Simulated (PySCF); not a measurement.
# Nuclear quadrupole coupling in `COC[P@](C)(=O)C1CC1`

C6H13O2P.
Atom-mapped SMILES: `[CH3:1][O:2][CH2:3][P@:4]([CH3:5])(=[O:6])[CH:7]1[CH2:8][CH2:9]1` (hydrogens: H10, H11, H12 on C1; H13, H14 on C3; H15, H16, H17 on C5; H18 on C7; H19, H20 on C8; H21, H22 on C9)

Structure used (GFN2-xTB), in Å, numbered top down from 1:
```
atom  x, y, z in Å
C1     3.0085    0.9703    0.2392
O2     2.5664   -0.3119   -0.1548
C3     1.3644   -0.7011    0.4499
P4    -0.1058    0.1968   -0.2716
C5     0.0542   -0.0686   -2.0749
O6    -0.2049    1.6130    0.1106
C7    -1.5374   -0.7963    0.2637
C8    -2.8547   -0.0771    0.2383
C9    -2.1865   -0.3499    1.5411
H10    2.2791    1.7430   -0.0116
H11    3.9370    1.1490   -0.2997
H12    3.1995    0.9977    1.3186
H13    1.2599   -1.7728    0.2664
H14    1.3827   -0.5244    1.5366
H15    0.9982    0.3712   -2.3929
H16   -0.7661    0.4549   -2.5630
H17    0.0358   -1.1229   -2.3322
H18   -1.5169   -1.8520    0.0304
H19   -2.8469    0.9438   -0.1153
H20   -3.7404   -0.6355   -0.0264
H21   -2.6002   -1.0999    2.1987
H22   -1.7362    0.4913    2.0480
```

Field gradients from the PBE0/pcSseg-1 density (PySCF, non-relativistic), principal values in atomic units, ordered |Vxx| ≤ |Vyy| ≤ |Vzz|:

```csv
atom,Vxx,Vyy,Vzz
O2,-0.0129,-2.0137,2.0267
O6,-0.3397,-0.4999,0.8396
```

Task: Find the asymmetry η = (Vxx − Vyy)/Vzz and the couplings χ = eQV/h (234.96 MHz × Q in barn × V in au), with Q(17O) = −0.0256 b.

Result: 
```tsv
atom	environment	nucleus	η	χzz (MHz)	χxx (MHz)	χyy (MHz)
O2	ether oxygen	17O	0.99	-12.19	0.08	12.11
O6	phosphoryl oxygen	17O	0.19	-5.05	2.04	3.01
```

At O2 η is above 0.9: Vyy and Vzz are nearly equal in size and opposite in sign, so a small change could swap them and flip the sign of χzz. 

Task: What is Vzz at O6 in SI units (1 au = 9.71736 × 10²¹ V/m²)?

Result: 0.8396 au = 8.159 × 10²¹ V/m².

Task: What couplings would deuterons (Q(2H) = 0.00286 b) have in place of the hydrogens, at this geometry?

Result: 
| atom | bonded to | bond length (Å) | Vzz (au) | η | χzz (kHz) |
| --- | --- | --- | --- | --- | --- |
| H10 | C1 | 1.092 | 0.2852 | 0.10 | 192 |
| H11 | C1 | 1.088 | 0.3069 | 0.07 | 206 |
| H12 | C1 | 1.097 | 0.2915 | 0.09 | 196 |
| H13 | C3 | 1.092 | 0.2998 | 0.06 | 201 |
| H14 | C3 | 1.101 | 0.2823 | 0.09 | 190 |
| H15 | C5 | 1.089 | 0.3126 | 0.02 | 210 |
| H16 | C5 | 1.089 | 0.3145 | 0.01 | 211 |
| H17 | C5 | 1.085 | 0.3215 | 0.01 | 216 |
| H18 | C7 | 1.081 | 0.3298 | 0.08 | 222 |
| H19 | C8 | 1.080 | 0.3228 | 0.06 | 217 |
| H20 | C8 | 1.080 | 0.3311 | 0.06 | 223 |
| H21 | C9 | 1.080 | 0.3315 | 0.06 | 223 |
| H22 | C9 | 1.080 | 0.3226 | 0.05 | 217 |

Geometry: GFN2-xTB, one conformer, isolated molecule. GFN2-xTB bond lengths can be off by several hundredths of an ångström, more for odd bonds, and the gradients follow them. A larger basis could move these couplings by a tenth or more.
